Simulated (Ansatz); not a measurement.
SiCl2, SMILES Cl[Si]Cl (connectivity only; charge and spin as stated), neutral, multiplicity 1.

The structure is a stationary point at PBE0-D3(BJ)/def2-TZVP. The isomer is the one that the SMILES or the coordinates give; other isomers of the formula were not compared.

Two levels are set side by side: PBE/def2-TZVPD (Ansatz, a first-principles code) and CAM-B3LYP/def2-TZVPD (Ansatz). Energy differences of separate SCF runs at the same geometry; the states with an electron removed or added have multiplicity 2 and 2. Differences are taken from unrounded values.

```csv
quantity,PBE
vertical ionisation energy (eV),9.78
vertical electron affinity (eV),0.93
vertical singlet–triplet gap (eV),2.33
```

Question: These are the PBE values. What does CAM-B3LYP give? (The exact figures need the calculation; the answer reports its results.)

Answer: 
```
quantity                           CAM-B3LYP  PBE minus CAM-B3LYP
---------------------------------  ---------  -------------------
vertical ionisation energy (eV)        10.08                -0.30
vertical electron affinity (eV)         1.02                -0.09
vertical singlet–triplet gap (eV)       2.45                -0.12
```
